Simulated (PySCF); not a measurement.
Several structures and their simulated spectra, in scrambled order.

A. 1,2-dihydronaphthalene (C1=Cc2ccccc2CC1)
B. SMILES C1P(CC)CC1
C. 4-Hydroxypyridine

Spectrum 1. ¹H NMR (400 MHz, computed): δ 8.77 (d, J = 6.3 Hz, 2H), 6.75 (d, J = 6.3 Hz, 2H), 4.55 (br s, 1H). ¹³C{¹H} NMR (computed): δ 169.8 (C), 157.0 (CH), 114.2 (CH).

Spectrum 2. ¹H NMR (400 MHz, computed): δ 7.47 (m, 1H), 7.41 (m, 1H), 7.40 (m, 1H), 7.27 (d, 1H), 6.80 (d, 1H), 6.32 (m, 1H), 2.81 (m, 2H), 2.37 (m, 2H). ¹³C{¹H} NMR (computed): δ 140.6 (C), 138.8 (C), 136.4 (CH), 136.0 (CH), 133.1 (CH), 132.8 (CH), 132.2 (CH), 131.6 (CH), 31.7 (CH2), 27.2 (CH2).

Spectrum 3. ¹H NMR (400 MHz, computed): δ 2.94 (m, 2H), 1.98 (m, 2H), 1.80 (m, 4H), 1.21 (m, 3H). ¹³C{¹H} NMR (computed): δ 28.3 (CH2), 26.2 (CH2), 20.8 (CH2), 12.4 (CH3).

- NMR shieldings at PBE0/pcSseg-1/GIAO
- GFN2-xTB geometry
- J couplings at B3LYP/pcJ-1 (spin–dipole term left out of most H,H and C,H couplings)
- run in PySCF 2.14.0 with density-fitted response routines
- relativity neglected, in vacuum, fast rotation and ring inversion assumed for equivalent nuclei, a single conformation

Scale: TMS for ¹H (σref 31.72) and ¹³C (σref 186.93) (reference shieldings calculated alike). Multiplet labels drop J under 1 Hz and among equivalent protons, and merge close values. Unscaled 3J(H,H) run several per cent high. Splittings of carbon signals by F and P are missing where no couplings were computed. Where no couplings were computed, multiplicities follow the n + 1 count of equivalent neighbours, and m marks all less simple cases (inequivalent or close neighbours, rings, F or P nearby). Shifts are as computed. Against solution values, carbons near 30 ppm lie about +3 ppm off and those near 130 ppm about +5 ppm. Of 1211 compounds with measured shifts, 218 miss one by over three times the rms of a fit or turn the order of signals round; such compounds aren't used in these exercises. OH and NH positions are gas-phase values without hydrogen bonding to other molecules.

Q: Match each spectrum to its structure.

A: 1–C, 2–A, 3–B.

- Spectrum 1 (C): 3 ¹³C signals; δC 169.8 is an aromatic carbon bearing oxygen; δC 157.0 is an aromatic CH next to a ring nitrogen.
- Spectrum 2 (A): 10 ¹³C signals; δC 136.4 is an alkene CH; δC 136.0 is an alkene CH.
- Spectrum 3 (B): 4 ¹³C signals; δC 26.2 is an sp3 CH2 in a ring; δC 12.4 is a methyl carbon.
